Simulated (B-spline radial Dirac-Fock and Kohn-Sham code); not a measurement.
# Dipole and non-dipole photoemission parameters of Eu²⁺ 5s

System: Eu²⁺, [Xe] 4f7; threshold 63.23 eV (orbital energy of the model). Method: Dirac-Hartree-Slater photoionisation with a Latter tail; cross sections with all multipoles, angular parameters from the dipole term and its interference with E2. Computed with a radial atomic solver.

The run's input, task.json:

```json
{"items": [{
  "Z": 63,
  "q": 2,
  "cfg": [[1, 0, 2], [2, 0, 2], [2, 1, 6], [3, 0, 2], [3, 1, 6], [3, 2, 10], [4, 0, 2], [4, 1, 6], [4, 2, 10], [4, 3, 7], [5, 0, 2], [5, 1, 6]],
  "A": 153,
  "rrms": 5.1115,
  "do": "xps",
  "hv": [52.2, 60, 65.3, 76.1, 83.6, 100, 112.0, 114.0, 122.0, 137.0, 149.0, 150, 159.0, 327.0, 341.0, 400, 564.0, 600, 1090.0, 1990.0, 2230.0, 3080.0, 3210.0, 4000, 5414.7, 7740.0, 8580.0, 10500.0, 12100.0, 15000]
}]}
```

Run with: `python xray2_run.py task.json out`

```tsv
hν (eV)	σ (kb)	β	γ
76.1	98.2	1.527	-0.178
83.6	105	1.631	-0.098
100	107	1.750	0.011
112	104	1.795	0.069
114	103	1.801	0.077
122	100	1.822	0.107
137	92.9	1.849	0.154
149	86.6	1.864	0.184
150	86.1	1.865	0.186
159	81.6	1.874	0.204
327	35.7	1.930	0.340
341	33.8	1.932	0.343
400	27.3	1.938	0.356
564	16.8	1.949	0.363
600	15.3	1.951	0.361
1090	6.10	1.963	0.280
1990	?	?	?
2230	1.81	1.972	0.063
3080	1.01	1.974	-0.041
3210	0.939	1.975	-0.053
4000	0.623	1.976	-0.104
5414.7	0.350	1.977	-0.129
7740	0.174	1.978	-0.058
8580	0.141	1.979	-0.010
10500	0.0936	1.979	0.122
12100	0.0697	1.979	0.247
15000	0.0442	1.978	0.486
```

Problem. Give the values at 1990 eV.

Solution. σ = 2.21 kb, β = 1.971, γ = 0.102. For an s subshell δ is negligible.
